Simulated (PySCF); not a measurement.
A structure optimised at PBE0-D3(BJ)/def2-SVP, used in a PySCF frequency run:

```xyz
11

O      2.0079    -0.4672     0.0000
Si     0.5775     0.3795     0.0000
C     -0.8443    -0.1459    -1.1313
O     -1.7228    -0.0429     0.0000
C     -0.8443    -0.1459     1.1313
H      2.8265     0.0349     0.0000
H      0.8755     1.8471     0.0000
H     -0.7792    -1.1845    -1.5113
H     -1.1887     0.5028    -1.9525
H     -1.1887     0.5028     1.9525
H     -0.7792    -1.1845     1.5113
```

### Question
Write its SMILES, formula and point group.

### Answer
O[SiH]1COC1, C₂H₆O₂Si, Cs

### Question
What are its rotational constants (standard atomic weights)?

### Answer
8.7367, 3.0404, 2.5991 GHz
